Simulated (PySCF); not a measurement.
## Computed vibrations of [La(SH)2]+

[La(SH)2]+ (singlet). PySCF 2.14.0, RKS PBE0, La lcecp-1-SVP with ECP46, S def2-SVP, H def2-SVP; non-relativistic Hamiltonian with scalar-relativistic core potentials where named; density fitting; no spin-orbit coupling. Central differences of gradients.

```xyz
5

La    0.0000    0.0000   -0.5248
S     2.0091   -0.1303    1.1336
H     2.9976   -0.2020    0.2061
S    -2.0091    0.1303    1.1336
H    -2.9976    0.2020    0.2061
```

Run from Python with OMP_NUM_THREADS=2. Where DIIS fails, smearing, a level shift and second-order steps follow.
It took 38 s on 2 threads of Arm Neoverse V1 (shared host).

**Question.** What are the harmonic wavenumbers and infrared intensities?

**Answer.** Negative numbers are unstable modes, those under 60 cm⁻¹ near the noise; a finer grid moves soft modes by up to 10 cm⁻¹.
| cm⁻¹ | km/mol |
| --- | --- |
| 56 | 1.4 |
| 124 | 0.0 |
| 176 | 61.9 |
| 305 | 3.8 |
| 333 | 0.4 |
| 356 | 130.7 |
| 359 | 14.5 |
| 2674 | 32.9 |
| 2674 | 0.1 |

**Question.** Is this a minimum?

**Answer.** Yes, within the noise of the softest modes. Ideal gas at 298.15 K and 1 bar: S = 348.6 J/(mol K), Cp = 84.2 J/(mol K), H − H(0 K) = 19.4 kJ/mol (rigid rotor, harmonic modes, spin degeneracy alone; the modes under 60 cm⁻¹ make these uncertain).
